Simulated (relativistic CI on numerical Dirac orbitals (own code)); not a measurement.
# Ligand-field terms of d8

Computed with a parametric ligand-field model of a d^n configuration (Racah B and C, spin-orbit zeta, crystal field), exact diagonalisation.

Field parameters in Wybourne normalisation: Oh B⁴₀ = 21Dq, B⁴₄ = √(5/14) B⁴₀. The field is a parameter set, without covalency.

(1) Ground term and bands for B = 310, C = 1120, ζ = 0 cm⁻¹, Oh, 10Dq = 18250 cm⁻¹?

(2) A d8 ion in Oh symmetry has the ground term 3A2 and bands at 3T2 5200 cm⁻¹ (1923 nm), 1E 5313 cm⁻¹ (1882 nm), 3T1 7909 cm⁻¹ (1264 nm), 1A1 9010 cm⁻¹ (1110 nm), 1T2 10418 cm⁻¹ (960 nm), 3T1 12341 cm⁻¹ (810 nm). Which parameters reproduce them?

(3) A d8 ion in Oh symmetry has the ground term 3A2 and bands at 1E 5998 cm⁻¹ (1667 nm), 3T2 7800 cm⁻¹ (1282 nm), 1A1 10562 cm⁻¹ (947 nm), 3T1 11325 cm⁻¹ (883 nm), 1T2 13704 cm⁻¹ (730 nm), 3T1 17625 cm⁻¹ (567 nm). Which parameters reproduce them?

(4) Ground term and bands for B = 600, C = 2650, ζ = 0 cm⁻¹, Oh, 10Dq = 5450 cm⁻¹?

(5) Ground term and bands for B = 760, C = 3380, ζ = 0 cm⁻¹, Oh, 10Dq = 33750 cm⁻¹?

## Answers

(1) Ground term 3A2 with 2.00 electrons in the two orbitals of the cubic e set. Spin-allowed: 3T2 18250 cm⁻¹ (548 nm), 3T1 21749 cm⁻¹ (460 nm), 3T1 37651 cm⁻¹ (266 nm). Lowest spin-forbidden: 1E 4689 cm⁻¹ (2133 nm), 1A1 8971 cm⁻¹ (1115 nm), 1T2 22908 cm⁻¹ (437 nm). With an A2 ground term the first spin-allowed band lies at |10Dq| itself.

(2) B = 310, C = 1470, ζ = 0 cm⁻¹, Oh, 10Dq = 5200 cm⁻¹.

(3) B = 370, C = 1570, ζ = 0 cm⁻¹, Oh, 10Dq = 7800 cm⁻¹.

(4) Ground term 3A2 with 2.00 electrons in the two orbitals of the cubic e set. Spin-allowed: 3T2 5450 cm⁻¹ (1835 nm), 3T1 9075 cm⁻¹ (1102 nm), 3T1 16275 cm⁻¹ (614 nm). Lowest spin-forbidden: 1E 9736 cm⁻¹ (1027 nm), 1T2 14905 cm⁻¹ (671 nm), 1A1 15603 cm⁻¹ (641 nm). With an A2 ground term the first spin-allowed band lies at |10Dq| itself.

(5) Ground term 3A2 with 2.00 electrons in the two orbitals of the cubic e set. Spin-allowed: 3T2 33750 cm⁻¹ (296 nm), 3T1 42118 cm⁻¹ (237 nm), 3T1 70532 cm⁻¹ (142 nm). Lowest spin-forbidden: 1E 12739 cm⁻¹ (785 nm), 1A1 23742 cm⁻¹ (421 nm), 1T2 46390 cm⁻¹ (216 nm). With an A2 ground term the first spin-allowed band lies at |10Dq| itself.
